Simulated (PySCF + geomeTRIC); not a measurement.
Computed with BP86-D3(BJ)/def2-SVP (PySCF + geomeTRIC). fastk is a local helper that only speeds up exchange builds. No frequencies were computed at this level.

```python
import json, numpy as np
from pyscf import gto, dft
from fastk import lowrank_exchange
atoms = """
Ti    -0.056337     0.096073     0.056246
N      1.764060    -0.062274    -0.349419
H      2.366166    -0.785940     0.044278
H      2.347788     0.743911    -0.581255
N     -0.558807    -1.350538     1.132900
H     -0.830999    -2.255682     0.743402
H     -1.022513    -1.242610     2.035397
N     -0.402233     1.683139     0.986918
H     -0.961396     2.447156     0.606434
H      0.260112     2.079042     1.657362
N     -1.028108     0.115916    -1.543123
H     -0.604056    -0.016744    -2.461646
H     -2.002649    -0.187593    -1.597357
"""
def scf(charge, spin, dm0=None):
    mol = gto.M(atom=atoms, basis='def2-svp', ecp={}, charge=charge, spin=spin, verbose=3, max_memory=10080)
    mf = dft.KS(mol, xc='bp86').density_fit(auxbasis="def2-universal-jkfit")
    mf.disp = 'd3bj'
    mf.grids.level = 3
    mf.conv_tol = 1e-8
    mf.max_cycle = 120
    mf.level_shift = 0.25
    mf.kernel(dm0)
    if not mf.converged:
        mf = mf.newton().run(mf.mo_coeff, mf.mo_occ).undo_soscf()
    return mf
mf = scf(0, 0)
from pyscf.geomopt.geometric_solver import kernel as optimize
path = []
done, mol = optimize(mf, maxsteps=120, assert_convergence=False, callback=lambda env: path.append((env["energy"], bool(env["g_scanner"].converged))))
res = dict(converged=bool(done and path[-1][1]), energy=path[-1][0], path=[e for e, c in path], xyz=mol.atom_coords(unit="Angstrom").tolist(), nao=mol.nao)
json.dump(res, open("result.json", "w"))
```

Output:

```
converged SCF energy = -1073.28039281852
Geometry optimization cycle 1
converged SCF energy = -1073.28039283783
cycle 1: E = -1073.28039284  dE = -1073.28  norm(grad) = 0.0252396
Geometry optimization cycle 2
converged SCF energy = -1073.28287922455
cycle 2: E = -1073.28287922  dE = -0.00248639  norm(grad) = 0.00859748
Geometry optimization cycle 3
converged SCF energy = -1073.28322643521
cycle 3: E = -1073.28322644  dE = -0.000347211  norm(grad) = 0.00641864
Geometry optimization cycle 4
converged SCF energy = -1073.28367665647
cycle 4: E = -1073.28367666  dE = -0.000450221  norm(grad) = 0.00547671
Geometry optimization cycle 5
converged SCF energy = -1073.28393801114
cycle 5: E = -1073.28393801  dE = -0.000261355  norm(grad) = 0.00448106
Geometry optimization cycle 6
converged SCF energy = -1073.28415464608
cycle 6: E = -1073.28415465  dE = -0.000216635  norm(grad) = 0.00293809
Geometry optimization cycle 7
converged SCF energy = -1073.28422660855
cycle 7: E = -1073.28422661  dE = -7.19625e-05  norm(grad) = 0.00164841
Geometry optimization cycle 8
converged SCF energy = -1073.28424588394
cycle 8: E = -1073.28424588  dE = -1.92754e-05  norm(grad) = 0.000795709
Geometry optimization cycle 9
converged SCF energy = -1073.28425511444
cycle 9: E = -1073.28425511  dE = -9.2305e-06  norm(grad) = 0.000421971
Geometry optimization cycle 10
converged SCF energy = -1073.28425844236
cycle 10: E = -1073.28425844  dE = -3.32792e-06  norm(grad) = 0.000364919
Geometry optimization cycle 11
converged SCF energy = -1073.28425901651
cycle 11: E = -1073.28425902  dE = -5.74157e-07  norm(grad) = 0.000239863
Geometry optimization cycle 12
converged SCF energy = -1073.28425915169
cycle 12: E = -1073.28425915  dE = -1.35178e-07  norm(grad) = 0.000135352
Geometry optimization cycle 13
converged SCF energy = -1073.28425926874
cycle 13: E = -1073.28425927  dE = -1.17052e-07  norm(grad) = 9.36538e-05
<class 'geometric.internal.Distance'> : 12
<class 'geometric.internal.Angle'> : 14
<class 'geometric.internal.OutOfPlane'> : 4
<class 'geometric.internal.Dihedral'> : 24
<class 'geometric.internal.TranslationX'> : 1
<class 'geometric.internal.TranslationY'> : 1
<class 'geometric.internal.TranslationZ'> : 1
<class 'geometric.internal.RotationA'> : 1
<class 'geometric.internal.RotationB'> : 1
<class 'geometric.internal.RotationC'> : 1
Step    0 : Gradient = 7.000e-03/9.510e-03 (rms/max) Energy = -1073.2803928378
Step    1 : Displace = 5.151e-02/8.017e-02 (rms/max) Trust = 1.000e-01 (=) Grad = 2.385e-03/4.268e-03 (rms/max) E (change) = -1073.2828792246 (-2.486e-03) Quality = 0.846
Step    2 : Displace = 1.060e-02/1.738e-02 (rms/max) Trust = 1.414e-01 (+) Grad = 1.780e-03/3.013e-03 (rms/max) E (change) = -1073.2832264352 (-3.472e-04) Quality = 1.553
Step    3 : Displace = 2.329e-02/3.524e-02 (rms/max) Trust = 2.000e-01 (+) Grad = 1.519e-03/2.459e-03 (rms/max) E (change) = -1073.2836766565 (-4.502e-04) Quality = 1.316
Step    4 : Displace = 1.879e-02/2.881e-02 (rms/max) Trust = 2.828e-01 (+) Grad = 1.243e-03/1.779e-03 (rms/max) E (change) = -1073.2839380111 (-2.614e-04) Quality = 1.460
Step    5 : Displace = 2.083e-02/3.145e-02 (rms/max) Trust = 3.000e-01 (+) Grad = 8.149e-04/1.145e-03 (rms/max) E (change) = -1073.2841546461 (-2.166e-04) Quality = 1.322
Step    6 : Displace = 1.181e-02/1.585e-02 (rms/max) Trust = 3.000e-01 (=) Grad = 4.572e-04/7.003e-04 (rms/max) E (change) = -1073.2842266085 (-7.196e-05) Quality = 1.302
Step    7 : Displace = 5.833e-03/1.055e-02 (rms/max) Trust = 3.000e-01 (=) Grad = 2.207e-04/3.671e-04 (rms/max) E (change) = -1073.2842458839 (-1.928e-05) Quality = 1.386
Step    8 : Displace = 4.701e-03/8.386e-03 (rms/max) Trust = 3.000e-01 (=) Grad = 1.170e-04/1.700e-04 (rms/max) E (change) = -1073.2842551144 (-9.230e-06) Quality = 1.334
Step    9 : Displace = 3.275e-03/5.137e-03 (rms/max) Trust = 3.000e-01 (=) Grad = 1.012e-04/1.486e-04 (rms/max) E (change) = -1073.2842584424 (-3.328e-06) Quality = 1.060
Step   10 : Displace = 1.549e-03/2.443e-03 (rms/max) Trust = 3.000e-01 (=) Grad = 6.653e-05/1.182e-04 (rms/max) E (change) = -1073.2842590165 (-5.742e-07) Quality = 0.550
Step   11 : Displace = 1.243e-03/2.273e-03 (rms/max) Trust = 3.000e-01 (=) Grad = 3.754e-05/6.242e-05 (rms/max) E (change) = -1073.2842591517 (-1.352e-07) Quality = 0.186
Step   12 : Displace = 6.248e-04/1.041e-03 (rms/max) Trust = 6.215e-04 (-) Grad = 2.597e-05/4.633e-05 (rms/max) E (change) = -1073.2842592687 (-1.171e-07) Quality = 0.238
Converged! =D
```

Cost: roughly 7 core-minutes.
